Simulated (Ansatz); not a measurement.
Mulliken charges of CH4MgO2, SMILES `C[O][Mg][OH]` from r2SCAN/def2-TZVPP in Ansatz (PBE0-D4/def2-TZVP geometry).

```json
{"atom": "C1", "x (Å)": "0.071", "y (Å)": "1.601", "z (Å)": "-0.682", "charge (e)": "0.063"}
{"atom": "O2", "x (Å)": "0.035", "y (Å)": "0.333", "z (Å)": "-0.149", "charge (e)": "-0.675"}
{"atom": "Mg3", "x (Å)": "0.003", "y (Å)": "-1.287", "z (Å)": "0.531", "charge (e)": "1.028"}
{"atom": "O4", "x (Å)": "0.051", "y (Å)": "-2.913", "z (Å)": "1.215", "charge (e)": "-0.698"}
{"atom": "H5", "x (Å)": "1.101", "y (Å)": "1.966", "z (Å)": "-0.799", "charge (e)": "0.029"}
{"atom": "H6", "x (Å)": "-0.458", "y (Å)": "2.326", "z (Å)": "-0.045", "charge (e)": "0.028"}
{"atom": "H7", "x (Å)": "-0.401", "y (Å)": "1.640", "z (Å)": "-1.675", "charge (e)": "0.028"}
{"atom": "H8", "x (Å)": "-0.311", "y (Å)": "-3.723", "z (Å)": "1.549", "charge (e)": "0.196"}
```

Q: By hand: the dipole of these point charges (1 e Å = 4.8032 D).

A: Σ q r = (-0.105, 0.025, -0.012) e Å, of length 0.109 e Å = 0.52 D.

Q: How does the dipole of the full density compare? (An estimate is asked.)

A: Computed: (-0.137, -0.072, 0.028) e Å, 0.76 D; the point charges give 0.68 times that, at 44° from its direction.

Point charges leave out the atoms' own dipoles, such as those of lone pairs, and Mulliken's split depends on the basis, so the two needn't agree.
